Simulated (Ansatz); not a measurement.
Isolated molecules relaxed with PBE0-D4/def2-TZVP in Ansatz; ΔE leaves out vibrations. CCSD(T)/CBS adds triple-zeta CCSD(T) − MP2 to the extrapolated MP2 energy (def2 sets, frozen cores). Functionals use def2-TZVPP. def2 core potentials past Kr. For Te outer-core shells are correlated without core-valence functions, which leaves a few kJ/mol of doubt a bond. One conformer a species, not always the lowest.

Consider the formal exchange of groups at a Te–C bond: `C=C(F)[Te]C` + `O[SiH2]F` → `C[Te][SiH](O)F` + `C=CF`.

```json
{"level": "ωB97M-V", "ΔE (kJ/mol)": "-87.0"}
{"level": "PBE", "ΔE (kJ/mol)": "-87.5"}
{"level": "SCS-MP2/def2-QZVPP", "ΔE (kJ/mol)": "-80.9"}
{"level": "HF/CBS(def2)", "ΔE (kJ/mol)": "-91.4"}
```

Question: What does CCSD(T)/CBS give? (Estimate.)

Answer: Ansatz gave: -85.5 kJ/mol. The listed levels differ from it by -1.5, -2.0, 4.6, -5.9 kJ/mol.

Largest T1 diagnostic among the species: 0.012.

In def2-TZVPP, CCSD(T) changes the Hartree–Fock value by +10.6 kJ/mol (the triples alone add +2.1 kJ/mol) and MP2 by +10.1 kJ/mol. From PBE to PBE0 (25 % exact exchange), in def2-TZVPP and without D4, ΔE moves by −4.8 kJ/mol.
